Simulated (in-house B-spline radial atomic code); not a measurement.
N⁴⁺. Computed with a B-spline radial atomic code. Model: all-electron spherical atom, spin shells full or empty, radial basis limit, no spin-orbit coupling, Breit or QED, empty-state partial waves extrapolated as (l+1/2)^-4, RPA, G0W0 and static COHSEX of the highest shell as one setting changes (uncorrelated shells keep exact exchange).

Given: element N; charge 4; filled core He; hamiltonian non-relativistic; mean-field start r2SCAN; highest l of empty states 9; highest mean-field shell 2s up.

Shell: 2s 1 0 (electrons up and down).

| natural log step of frequency grid | RPA correlation energy (hartree) | G0W0 level (eV) | G0W0 minus most complete (meV) | RPA minus most complete (millihartree) | linearised minus solved G0W0 (meV) |
| --- | --- | --- | --- | --- | --- |
| 0.25 | -0.14283 | -99.358 | 0 | 0 | 149.3 |
| 0.4 | -0.14283 | -99.358 | 0 | 0 | 149.3 |
| 0.6 | -0.14283 | -99.358 | -0.3 | 0 | 149.3 |
| 0.9 | ? | ? | ? | ? | ? |
| 1.3 | -0.14255 | -99.369 | -10.8 | 0.3 | 161.6 |
| 1.8 | -0.14114 | -99.268 | 89.5 | 1.7 | 149.3 |
| 2.5 | ? | ? | ? | ? | ? |
| 3.5 | -0.14147 | -98.602 | 756.4 | 1.4 | 342.5 |

What follows for natural log step of frequency grid = 2.5?

RPA correlation energy -0.14383 hartree; G0W0 level -99.175 eV; G0W0 minus most complete 182.8 meV; RPA minus most complete -1 millihartree; linearised minus solved G0W0 119.4 meV.

What follows for natural log step of frequency grid = 0.9?

RPA correlation energy -0.14284 hartree; G0W0 level -99.358 eV; G0W0 minus most complete -0.4 meV; RPA minus most complete 0 millihartree; linearised minus solved G0W0 148.1 meV.
